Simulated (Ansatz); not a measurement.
`C[SiH2][SiH2]O` + `BNC` → `BN(C)[SiH2]C` + `O[SiH3]` at 400 K and 1 bar (cleavage of the Si–Si bond).

Calculated with Ansatz (gas phase, PBE0-D4/def2-TZVP geometries, no zero-point term in ΔE). CCSD(T)/CBS is the MP2 limit (def2-TZVPP, def2-QZVPP) plus CCSD(T) − MP2 in def2-TZVPP, frozen cores. Each species was taken in one conformer, which may not be the lowest.

| species | CCSD(T)/CBS energy (Eh) | H − E (kJ/mol) | S (J/(mol·K)) |
| --- | --- | --- | --- |
| `C[SiH2][SiH2]O` | -696.24339 | 259.5 | 399.1 |
| `BNC` | -121.18426 | 222.8 | 289.6 |
| `BN(C)[SiH2]C` | -450.75646 | 354.4 | 402.4 |
| `O[SiH3]` | -366.69042 | 120.0 | 276.4 |

H − E and S are ideal-gas, rigid-rotor, harmonic terms from PBE0-D4/def2-TZVP, for one conformer and one mirror image of each species. 1 Eh = 2625.50 kJ/mol, R = 8.31446 J/(mol·K).

Q: By hand: ΔE, ΔH, ΔS and ΔG.

A: ΔE = (-450.75646) + (-366.69042) − (-696.24339) − (-121.18426) = -0.01923 Eh = -50.5 kJ/mol. Δ(H − E) = 354.4 + 120.0 − 259.5 − 222.8 = -7.9, so ΔH = -58.4 kJ/mol. ΔS = 402.4 + 276.4 − 399.1 − 289.6 = -9.9 J/(mol·K). ΔG = -58.4 − 400 × (-9.9)/1000 = -54.4 kJ/mol.

Q: By hand: the equilibrium constant, and the temperature at which ΔG would vanish if ΔH and ΔS stayed fixed.

A: log₁₀ K = −ΔG/(RT ln 10) = 7.1. ΔG = 0 at ΔH/ΔS = 5899 K, far beyond where these terms or the molecules hold.

The number of gas molecules stays the same, so ΔS is small and ΔH decides. A doubt of 5 kJ/mol in ΔE shifts log₁₀ K by 0.7 here. Other conformers and mirror images would add mixing entropy, several J/(mol·K) or more a flexible species. Modes under 60 cm⁻¹, often nearly free rotors, make the harmonic entropy too high. These are equilibria of isolated gas molecules and say nothing of rates. Largest T1 diagnostic: 0.012 (customary marks: 0.02 for closed shells, 0.045 for open ones).
